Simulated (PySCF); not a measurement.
From one molecule to another.

First species: C6H11NSi2.
Numbering: `[cH:1]1[cH:2][cH:3][n:4]([CH:5]2[SiH2:6][CH2:7][SiH2:8]2)[cH:9]1` (hydrogens: H10 on C1; H11 on C2; H12 on C3; H13 on C5; H14, H15 on Si6; H16, H17 on C7; H18, H19 on Si8; H20 on C9)

Second species: 1-naphthonitrile, C₁₁H₇N.
InChI=1S/C11H7N/c12-8-10-6-3-5-9-4-1-2-7-11(9)10/h1-7H

Levels: PBE0/pcSseg-1 for dipole moment, HOMO energy, LUMO energy and HOMO–LUMO gap; GFN2-xTB for rotational constant A and rotational constant C. Geometries: GFN2-xTB. Each species is one conformer at its optimised geometry, gas phase, non-relativistic unless stated; the electronic structure was computed with PySCF and density fitting.

The conformers computed, where there is a choice (atom-mapped SMILES and torsion angles):
- `[cH:1]1[cH:2][cH:3][n:4]([CH:5]2[SiH2:6][CH2:7][SiH2:8]2)[cH:9]1`: C3–N4–C5–Si6 -54°

(1) Which of the two has the higher rotational constant C, and by how much?

(2) Which of the two has the higher dipole moment, and by how much?

(3) Which of the two has the higher LUMO energy, and by how much?

(4) Which has the higher HOMO energy?

(5) Which of the two has the higher rotational constant A, and by how much?

(6) Which of the two has the higher HOMO–LUMO gap, and by how much?

Answers

(1) The first: 0.703 GHz against 0.588 GHz, a difference of 0.115 GHz.

(2) The second: 4.59 D against 2.52 D, a difference of 2.07 D.

(3) The first: -0.38 eV against -2.11 eV, a difference of 1.73 eV.

(4) The first: -5.95 eV against -6.92 eV, a difference of 0.97 eV.

(5) The first: 2.477 GHz against 1.508 GHz, a difference of 0.969 GHz.

(6) The first: 5.57 eV against 4.81 eV, a difference of 0.76 eV.

On the first: The dipole matches unit charges of opposite sign 0.53 Å apart (1 e·Å = 4.8032 D).

On the second: A dipole of 4.59 D is allowed in Cs, and pure rotational transitions are dipole-allowed. The dipole matches unit charges of opposite sign 0.96 Å apart (1 e·Å = 4.8032 D).
